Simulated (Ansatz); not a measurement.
Total energies of Al(PH3)Cl3 (AlPH3Cl3) from Ansatz at B3LYP-D4/def2-TZVPD, gas phase (1 Eh = 27.2114 eV = 2625.5 kJ/mol). The reference geometry is relaxed at PBE-D4/def2-SVP.

| atom | x (Å) | y (Å) | z (Å) |
| --- | --- | --- | --- |
| Al1 | 0.427 | 0.175 | 1.291 |
| P2 | -0.350 | -0.143 | -1.050 |
| H3 | -0.579 | -1.477 | -1.504 |
| H4 | 0.493 | 0.331 | -2.100 |
| H5 | -1.584 | 0.461 | -1.436 |
| Cl6 | 2.201 | -0.991 | 1.202 |
| Cl7 | -1.243 | -0.646 | 2.317 |
| Cl8 | 0.635 | 2.290 | 1.280 |

```
                 state   geometry  energy (Eh)
      charge 0 singlet  reference  -1966.57816
     charge -1 doublet  reference  -1966.57282
free Al atom (doublet)          –   -242.38767
 free P atom (quartet)          –   -341.28079
 free H atom (doublet)          –     -0.50215
free Cl atom (doublet)          –   -460.16775
```

B3LYP takes the VWN-RPA correlation.

(1) Work out the vertical electron affinity, to the doublet.

(2) What is the binding energy per atom against free atoms?

(1) E(charge 0 singlet) − E(charge -1 doublet) = -1966.57816 − (-1966.57282) = -0.00534 Eh = -0.15 eV; negative, so the extra electron isn't bound.

(2) Atoms: 1 × (-242.38767) + 1 × (-341.28079) + 3 × (-0.50215) + 3 × (-460.16775) = -1965.67816 Eh. Binding: -1965.67816 − (-1966.57816) = 0.90000 Eh = 24.49 eV, or 3.06 eV for each of 8 atoms (no zero-point energy, no counterpoise term).

At B3LYP-D4/def2-TZVPD the highest occupied level of the charge -1 doublet lies above zero (up to 1.40 eV). By energy differences it is unbound by 0.15 eV (vertical, against the charge 0 singlet, at B3LYP-D4/def2-TZVPD) and held by the finite basis.
